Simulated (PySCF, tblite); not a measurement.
Species: C3H10AlFO.
SMILES with atom numbers: `[CH3:1][O+:2]([AlH3-:3])[CH2:4][CH2:5][F:6]` (hydrogens: H7, H8, H9 on C1; H10, H11, H12 on Al3; H13, H14 on C4; H15, H16 on C5)

Computed with GFN2-xTB (tblite), gas phase: nudged elastic band of 9 images (0 to 8), spring 0.2 eV/Å², climbing image at the end, force threshold 0.05 eV/Å. No saddle search or frequency run followed, so the top image need not be a first-order saddle, and its height can exceed the method's true barrier by a kcal/mol or more.

Path: rotation about C4–C5 (sp3 carbon bound to oxygen, sp3 C–F carbon), followed by the dihedral O2–C4–C5–F6.

Image 0 (start, dihedral 80°):
```
atom  x, y, z in Å
C1     -0.190    1.541   -0.670
O2     -0.487    0.317   -0.026
Al3    -1.947   -0.857   -0.159
C4      0.498   -0.161    0.864
C5      1.726   -0.718    0.155
F6      2.561    0.298   -0.246
H7     -0.025    2.331    0.067
H8      0.687    1.452   -1.313
H9     -1.064    1.779   -1.275
H10    -1.159   -2.158   -0.594
H11    -2.742   -0.030   -1.232
H12    -2.406   -0.819    1.351
H13     0.791    0.631    1.563
H14     0.010   -0.973    1.412
H15     1.433   -1.275   -0.740
H16     2.308   -1.350    0.831
```

Image 8 (end, +0.095 eV, dihedral -176°):
```
atom  x, y, z in Å
C1     -0.316    1.450   -0.869
O2     -0.490    0.291   -0.077
Al3    -1.921   -0.938    0.048
C4      0.554   -0.012    0.816
C5      1.784   -0.591    0.116
F6      2.709   -0.932    1.063
H7     -0.133    2.322   -0.236
H8      0.504    1.330   -1.581
H9     -1.250    1.579   -1.412
H10    -1.114   -2.257   -0.268
H11    -2.786   -0.268   -1.082
H12    -2.310   -0.700    1.557
H13     0.831    0.873    1.401
H14     0.145   -0.773    1.492
H15     2.269    0.133   -0.547
H16     1.517   -1.499   -0.434
```

**Question.** What do the inner images look like?

**Answer.** 
Image 1: +0.016 eV, dihedral 93°
```
atom  x, y, z in Å
C1     -0.196    1.527   -0.695
O2     -0.495    0.309   -0.042
Al3    -1.959   -0.874   -0.126
C4      0.497   -0.149    0.850
C5      1.731   -0.701    0.143
F6      2.679    0.283   -0.011
H7     -0.036    2.320    0.042
H8      0.691    1.431   -1.324
H9     -1.062    1.764   -1.310
H10    -1.173   -2.181   -0.544
H11    -2.769   -0.074   -1.208
H12    -2.397   -0.800    1.391
H13     0.794    0.662    1.526
H14     0.012   -0.945    1.424
H15     1.479   -1.068   -0.857
H16     2.197   -1.495    0.731
```

Image 2: +0.050 eV, dihedral 106°
```
atom  x, y, z in Å
C1     -0.212    1.518   -0.720
O2     -0.498    0.307   -0.049
Al3    -1.958   -0.886   -0.099
C4      0.501   -0.134    0.844
C5      1.736   -0.692    0.136
F6      2.777    0.202    0.217
H7     -0.051    2.322    0.003
H8      0.671    1.418   -1.355
H9     -1.084    1.740   -1.333
H10    -1.165   -2.192   -0.504
H11    -2.779   -0.106   -1.187
H12    -2.385   -0.789    1.419
H13     0.804    0.691    1.502
H14     0.017   -0.913    1.440
H15     1.540   -0.861   -0.927
H16     2.080   -1.618    0.601
```

Image 3: +0.086 eV, dihedral 119°
```
atom  x, y, z in Å
C1     -0.229    1.509   -0.744
O2     -0.499    0.303   -0.057
Al3    -1.955   -0.897   -0.074
C4      0.507   -0.116    0.838
C5      1.741   -0.683    0.131
F6      2.846    0.075    0.432
H7     -0.069    2.324   -0.033
H8      0.648    1.410   -1.387
H9     -1.108    1.716   -1.353
H10    -1.156   -2.202   -0.466
H11    -2.788   -0.137   -1.168
H12    -2.373   -0.777    1.446
H13     0.813    0.725    1.475
H14     0.029   -0.880    1.458
H15     1.624   -0.655   -0.957
H16     1.960   -1.704    0.449
```

Image 4: +0.110 eV, dihedral 132°
```
atom  x, y, z in Å
C1     -0.247    1.500   -0.768
O2     -0.499    0.299   -0.065
Al3    -1.951   -0.908   -0.049
C4      0.515   -0.096    0.832
C5      1.746   -0.673    0.126
F6      2.883   -0.089    0.626
H7     -0.087    2.324   -0.068
H8      0.625    1.402   -1.420
H9     -1.133    1.692   -1.371
H10    -1.147   -2.214   -0.429
H11    -2.794   -0.168   -1.149
H12    -2.360   -0.766    1.470
H13     0.823    0.759    1.447
H14     0.046   -0.848    1.474
H15     1.729   -0.457   -0.947
H16     1.843   -1.749    0.279
```

Image 5 (top): +0.117 eV, dihedral 145°
```
atom  x, y, z in Å
C1     -0.264    1.490   -0.792
O2     -0.498    0.296   -0.072
Al3    -1.945   -0.919   -0.025
C4      0.523   -0.075    0.826
C5      1.751   -0.659    0.120
F6      2.884   -0.280    0.793
H7     -0.104    2.325   -0.104
H8      0.601    1.392   -1.452
H9     -1.157    1.667   -1.389
H10    -1.137   -2.225   -0.391
H11    -2.799   -0.199   -1.130
H12    -2.346   -0.754    1.494
H13     0.832    0.793    1.423
H14     0.068   -0.819    1.487
H15     1.851   -0.273   -0.899
H16     1.732   -1.751    0.099
```

Image 6: +0.112 eV, dihedral 158°
```
atom  x, y, z in Å
C1     -0.279    1.479   -0.816
O2     -0.498    0.295   -0.076
Al3    -1.938   -0.929    0.001
C4      0.532   -0.052    0.821
C5      1.756   -0.640    0.115
F6      2.851   -0.491    0.923
H7     -0.119    2.325   -0.142
H8      0.579    1.377   -1.484
H9     -1.179    1.641   -1.407
H10    -1.127   -2.237   -0.353
H11    -2.802   -0.230   -1.111
H12    -2.331   -0.742    1.518
H13     0.837    0.826    1.405
H14     0.093   -0.796    1.496
H15     1.984   -0.110   -0.816
H16     1.633   -1.707   -0.086
```

Image 7: +0.102 eV, dihedral 171°
```
atom  x, y, z in Å
C1     -0.292    1.467   -0.840
O2     -0.499    0.295   -0.077
Al3    -1.929   -0.939    0.027
C4      0.540   -0.029    0.817
C5      1.762   -0.617    0.110
F6      2.787   -0.713    1.011
H7     -0.133    2.326   -0.182
H8      0.561    1.357   -1.513
H9     -1.198    1.614   -1.426
H10    -1.115   -2.247   -0.312
H11    -2.804   -0.263   -1.091
H12    -2.315   -0.729    1.543
H13     0.836    0.857    1.394
H14     0.119   -0.776    1.500
H15     2.122    0.027   -0.701
H16     1.551   -1.621   -0.270
```

The largest changes of bonds and angles from start to top: O2–Al3 1.879 → 1.890 Å, C4–C5 1.523 → 1.532 Å, C5–F6 1.375 → 1.371 Å, Al3–H10 1.582 → 1.579 Å, C5–C4–H14 108.8 → 110.6°, C4–C5–F6 110.8 → 109.3°, C4–C5–H16 110.7 → 112.1°. GFN2-xTB torsional profiles can miss by a kcal/mol or more and can put conformers in the wrong order.

**Question.** What do single points at PBE0/pcSseg-1 (PySCF, no dispersion term) give on some images?

**Answer.** 
```csv
image,GFN2-xTB E (eV),DFT E (eV),HOMO (eV),LUMO (eV),dipole (D)
0,0.000,0.000,-7.41,0.45,3.78
2,0.050,0.102,-7.45,0.40,3.49
5,0.117,0.173,-7.47,0.26,3.88
6,0.112,0.153,-7.47,0.23,4.18
8,0.095,0.130,-7.45,0.22,4.81
```

Energies count from image 0 at each level. At the GFN2-xTB top the DFT energy is 4.0 kcal/mol against 2.7; the geometries weren't optimised at the DFT level.

What follows is the cost of the whole band run. Cost: about 7 s of CPU time on one thread; the machine was shared, so the figure is rough.
